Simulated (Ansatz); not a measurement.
Cost and result for the atomization energy of CH5AlClNO (10 atoms, 9 bonds).

```xyz
10

N     1.079   -1.771    0.179
Al   -0.397   -0.783    0.105
C    -0.142    1.148   -0.413
O    -1.075    1.894   -0.935
Cl   -0.609    0.683    1.831
H     1.082   -2.755   -0.034
H     1.947   -1.513    0.617
H    -1.756   -1.442   -0.363
H     0.765    1.699   -0.139
H    -0.896    2.841   -0.848
```

The species carries charge 0 and has multiplicity 1. The bonds changed during the relaxation, so this is another structure than the one it started from. The structure was optimised at the PBE0-D4/def2-TZVP level. It is one conformer, not always the lowest. Program: Ansatz. All runs use 4 threads of an Intel Xeon 6975P-C on a shared host. Times are those of one run each, without the atoms' runs, and a repeat can differ threefold. Electronic energies, without spin–orbit coupling; frozen cores. CCSD(T)/CBS adds CCSD(T) − MP2 in def2-TZVPP to the MP2 limit, and its time is that of the two runs behind it. T1 = 0.015.

CCSD(T)/CBS is a level of theory with its own doubt, some kJ/mol a heavy atom from the limit and from the frozen cores, so smaller differences don't rank the functionals.

```csv
level,functions,wall time,atomization (kcal/mol),difference from CCSD(T)/CBS,per bond
LDA (SPW92)/def2-TZVPP,247,0.75 s,933.1,125.8,14.0
revPBE-D4/def2-TZVPP,247,1.1 s,802.4,-4.9,-0.5
BLYP-D4/def2-TZVPP,247,1.1 s,809.5,2.2,0.2
PBE-D4/def2-TZVPP (with forces),247,1.4 s,825.0,17.7,2.0
BHLYP-D4/def2-TZVPP,247,1.6 s,775.0,-32.3,-3.6
CCSD(T)/def2-SVP,103,2.1 s,747.9,-59.4,-6.6
r2SCAN-D4/def2-TZVPP (with forces),247,2.2 s,809.4,2.1,0.2
r2SCANh-D4/def2-TZVPP,247,2.4 s,801.6,-5.7,-0.6
B2PLYP/def2-TZVPP,247,2.7 s,795.4,-11.9,-1.3
B97M-V/def2-TZVPP,247,3.7 s,811.7,4.4,0.5
MP2/def2-QZVPP,461,11 s,811.6,4.3,0.5
CCSD(T)/def2-TZVPP,247,38 s,780.3,-27.0,-3.0
CCSD(T)/CBS(def2),–,48 s,807.3,0.0,0.0
```

The D4 term adds +8.1 kcal/mol with B3LYP and +4.3 kcal/mol with PBE0; it sums over pairs of atoms, weighted by their polarisabilities, and B3LYP, whose exchange is more repulsive, gets the larger term. From r2SCAN to r2SCAN0 (25 % exact exchange), in def2-TZVPP and without D4, the atomization energy moves by −19.2 kcal/mol: exact exchange takes away binding that semilocal exchange gives to molecules. In def2-TZVPP, CCSD(T) changes the Hartree–Fock value by +227.1 kcal/mol (the triples alone add +15.0 kcal/mol) and MP2 by +242.3 kcal/mol; breaking electron pairs costs correlation energy, which Hartree–Fock lacks.

B3LYP here is the variant with VWN-RPA as its local correlation; programs differ in this.
